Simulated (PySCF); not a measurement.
Computed IR spectrum (relative IR intensity) of a molecule C2H6BFO2. Coordinates come from a B3LYP-D3(BJ)/def2-SVP optimisation. Other conformers were not sampled. All values below come from PySCF with B3LYP-D3(BJ)/def2-SVP. No scaling factor is applied to the harmonic values.

```json
[
 {"ν (cm⁻¹)": "196", "relative intensity": "3.4"},
 {"ν (cm⁻¹)": "268", "relative intensity": "3.5"},
 {"ν (cm⁻¹)": "369", "relative intensity": "4.6"},
 {"ν (cm⁻¹)": "436", "relative intensity": "3.3"},
 {"ν (cm⁻¹)": "485", "relative intensity": "28"},
 {"ν (cm⁻¹)": "502", "relative intensity": "3.0"},
 {"ν (cm⁻¹)": "628", "relative intensity": "13"},
 {"ν (cm⁻¹)": "665", "relative intensity": "40"},
 {"ν (cm⁻¹)": "757", "relative intensity": "7.2"},
 {"ν (cm⁻¹)": "897", "relative intensity": "10"},
 {"ν (cm⁻¹)": "993", "relative intensity": "57"},
 {"ν (cm⁻¹)": "1009", "relative intensity": "10"},
 {"ν (cm⁻¹)": "1046", "relative intensity": "86"},
 {"ν (cm⁻¹)": "1086", "relative intensity": "4.3"},
 {"ν (cm⁻¹)": "1132", "relative intensity": "12"},
 {"ν (cm⁻¹)": "1262", "relative intensity": "40"},
 {"ν (cm⁻¹)": "1339", "relative intensity": "5.4"},
 {"ν (cm⁻¹)": "1394", "relative intensity": "7.3"},
 {"ν (cm⁻¹)": "1403", "relative intensity": "71"},
 {"ν (cm⁻¹)": "1454", "relative intensity": "22"},
 {"ν (cm⁻¹)": "1482", "relative intensity": "2.7"},
 {"ν (cm⁻¹)": "1504", "relative intensity": "100"},
 {"ν (cm⁻¹)": "3011", "relative intensity": "13"},
 {"ν (cm⁻¹)": "3030", "relative intensity": "4.9"},
 {"ν (cm⁻¹)": "3112", "relative intensity": "9.4"},
 {"ν (cm⁻¹)": "3121", "relative intensity": "7.1"},
 {"ν (cm⁻¹)": "3806", "relative intensity": "44"},
 {"ν (cm⁻¹)": "3886", "relative intensity": "26"}
]
```

Problem. Identify the compound among the candidates.
A. CCOB(O)F
B. COB(F)OC
C. C[C@@H](F)B(O)O
D. COCB(O)F

Solution. C, C[C@@H](F)B(O)O
